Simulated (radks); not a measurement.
All-electron atom: Ge XXII in [Ne] 3s1. Calculated with a radial shooting solver on a logarithmic mesh with Libxc functionals: scalar-relativistic Kohn-Sham, r2SCAN, spin-polarised, spherical densities, finite nucleus; open shells are filled with parallel spins first; meta-GGA in the generalised Kohn-Sham scheme; Fermi nuclear charge, rms radius 4.0742 fm.

Unscreened Slater integrals over Kohn-Sham orbitals (eV). They are taken over the spin-up orbitals.

\begin{tabular}{lr}
integral & value \\ \hline
F0(3s,3s) & 47.526 \\
F0(3s,2p) & 62.196 \\
G1(3s,2p) & 6.3227 \\
F0(3s,2s) & 60.908 \\
G0(3s,2s) & 5.0250 \\
F0(3s,1s) & 70.696 \\
G0(3s,1s) & 3.3722 \\
F0(2p,2p) & 137.80 \\
F2(2p,2p) & 65.401 \\
F0(2p,2s) & 126.50 \\
G1(2p,2s) & 72.366 \\
F0(2p,1s) & 187.93 \\
G1(2p,1s) & 33.463 \\
F0(2s,2s) & 119.30 \\
F0(2s,1s) & 167.57 \\
G0(2s,1s) & 15.953 \\
F0(1s,1s) & 545.18 \\
\end{tabular}
